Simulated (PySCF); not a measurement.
FH2NSe, SMILES N[Se]F. Geometry optimised at PBE0-D3(BJ)/def2-TZVP. The values are those of a single conformer.

PySCF with TDA-ωB97X/def2-SVPD puts the lowest singlet excitations at 3.85, 5.53, 6.66, 7.32, 7.55, 7.69 eV.

### Question
What are the lowest excitation roots from ADC(2)/aug-cc-pVDZ run with PySCF? (An estimate is asked for; the answer gives what the named calculation found.)

### Answer
4.04, 5.18, 6.10, 6.57, 6.70, 6.83 eV. S1 differs by 0.19 eV (second minus first; roots are paired by order, and the bases may differ).
